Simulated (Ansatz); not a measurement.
Abridged output of a molecular run in Ansatz:

```
Functional definition: HF
1544 factors; integrals over basis functions are off by at most 8.6e-4 eV
mean field evaluation 1: about -75351.7533 eV, gradient 3.1e1 eV
mean field evaluation 2: about -75351.9843 eV, gradient 3.1e1 eV
mean field evaluation 4: about -75354.9534 eV, gradient 3.5e0 eV
mean field evaluation 8: about -75355.0068 eV, gradient 2.0e-1 eV
mean field -75355.00696890 eV, -2769.2454286490 hartree, gradient 2.9e-6 eV, S^2 0.000000; 0 other end points of the search recorded, 0 dependent functions left out
16 core orbitals not correlated: weight in the atoms' cores, before any rotation towards them, 1.000 or more for the frozen orbitals, at most 0.000 for the correlated occupied ones
reference -75355.00696890 eV, -2769.2454286490 hartree; 18, 18 occupied and 230, 230 virtual orbitals, 1544 factors
second order -20.66267472 eV of doubles, -0.00000000 eV of singles
cycle   1  -21.39261119 eV  change   -7.3e-1 eV  update   9.3e-2
cycle   2  -21.96261952 eV  change   -5.7e-1 eV  update   2.6e-2
cycle   3  -22.01969416 eV  change   -5.7e-2 eV  update   1.0e-2
cycle   4  -22.01384676 eV  change    5.8e-3 eV  update   2.6e-3
cycle   5  -22.01395523 eV  change   -1.1e-4 eV  update   9.6e-4
cycle   6  -22.01360254 eV  change    3.5e-4 eV  update   2.7e-4
cycle   7  -22.01353815 eV  change    6.4e-5 eV  update   8.4e-5
cycle   8  -22.01356077 eV  change   -2.3e-5 eV  update   2.9e-5
perturbative correction -0.82673469 eV, -0.0303819396 hartree
Total energy: -75377.84726437 eV, -2770.0847940255 hartree
```

Its atoms:

Z-matrix (Å, degrees):
```
C
C 1 1.524
H 1 1.093 2 111.3
H 1 1.093 2 111.4 3 -120.1
H 1 1.092 2 111.1 3 119.6
Si 2 1.872 1 114.2 3 -60.2
H 2 1.097 1 110.8 3 60.5
H 2 1.096 1 110.7 3 177.8
Se 6 2.286 2 112.7 1 -59.0
H 6 1.487 2 111.0 1 56.4
H 6 1.487 2 110.3 1 177.8
H 9 1.470 6 93.1 2 -66.0
```

**Question.** Which basis set was used?
A. cc-pV(Q+d)Z
B. def2-TZVPP
C. cc-pV(D+d)Z
D. def2-QZVPP

**Answer.** B. It gives 264 functions.

**Question.** Write the keys of the input that set method, charge and spin (a neutral closed shell needs none for the last two).

**Answer.** 
```yaml
correlation: {method: ccsd_t}
```
